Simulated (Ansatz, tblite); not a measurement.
Forces on Al(PF3)H3 (AlPH₃F₃) at its PBE0-D4/def2-SVP geometry. Total charge 0; singlet.

The xTB rows come from tblite.

GFN1-xTB (tblite), largest force 1.26 eV/Å:

```xyz
8
positions Å, forces eV/Å
Al    1.107   -1.002   -0.105    0.060   -0.047    0.003
P    -0.750    0.674    0.064    0.923   -0.846   -0.102
F    -2.075    0.427   -0.754   -0.448    0.137   -0.129
F    -0.449    2.159   -0.369   -0.142    0.448   -0.055
F    -1.369    0.937    1.489   -0.302    0.226    0.273
H     2.058   -0.157    0.860   -0.374   -0.338   -0.382
H     1.253   -0.852   -1.687   -0.065   -0.056    0.637
H     0.225   -2.187    0.501    0.349    0.475   -0.245
```

GFN2-xTB (tblite), largest force 1.72 eV/Å:

```
Al 0.098 -0.081 0.001
P 1.271 -1.159 -0.133
F -0.320 0.518 0.184
F -0.571 0.237 0.127
F -0.417 0.434 -0.182
H -0.198 -0.171 -0.200
H -0.039 -0.028 0.333
H 0.177 0.250 -0.131
```

PBE0-D4/def2-TZVP (Ansatz), largest force 1.41 eV/Å:

```
Al 0.033 -0.031 -0.004
P -1.034 0.949 0.114
F 0.837 0.171 0.529
F -0.211 -0.943 0.278
F 0.382 -0.153 -0.918
H -0.027 -0.026 -0.027
H -0.005 -0.002 0.047
H 0.025 0.034 -0.019
```
